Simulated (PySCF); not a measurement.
# Ions at one geometry of [Lu(NH2)2]+

PySCF 2.14.0, RKS PBE0, Lu def2-SVP with ECP28, N def2-SVP, H def2-SVP; non-relativistic Hamiltonian with scalar-relativistic core potentials where named; density fitting; no spin-orbit coupling; singlets restricted, open shells unrestricted. The geometry is relaxed for charge +1, singlet, vacuum:

```xyz
7

Lu    0.0000    0.0000   -0.2516
N     1.5819   -0.1622    0.9655
H     2.5719   -0.2650    0.7367
H     1.5210   -0.1578    1.9854
N    -1.5819    0.1622    0.9655
H    -2.5719    0.2650    0.7367
H    -1.5210    0.1578    1.9854
```

Energies count from the relaxed state; an electron taken off or put on is at rest in vacuum. Charges and spins are Mulliken's.

```
                     state  energy (eV)  spin squared  charge on Lu1 (e)  spin on Lu1 (e)  dipole about the centre of mass (D)
charge +1, singlet, vacuum         0.00          0.00               1.34             0.00                                 2.73
charge +2, doublet, vacuum        13.98          0.78               1.76            -0.06                                 1.13
```

Question: What does the state charge 0, doublet, vacuum give?

Answer: energy (eV) -5.55, spin squared 0.75, charge on Lu1 (e) 0.56, spin on Lu1 (e) 1.00, dipole about the centre of mass (D) 0.76.

With an electron taken off (doublet) the charges change, summed by element, by Lu +0.42 e, N +0.29 e, H +0.29 e. The vertical ionisation energy is 13.98 eV, against −ε(HOMO) = 11.79 eV of the relaxed state. The level lies 2.2 eV too high, as is usual for semilocal functionals and global hybrids, which keep a self-interaction error.

With an electron put on (doublet) the charges change, summed by element, by Lu -0.78 e, N -0.02 e, H -0.20 e. The vertical electron affinity is 5.55 eV, against −ε(LUMO) = 7.07 eV of the relaxed state.

Open shells may have lower solutions than those found.
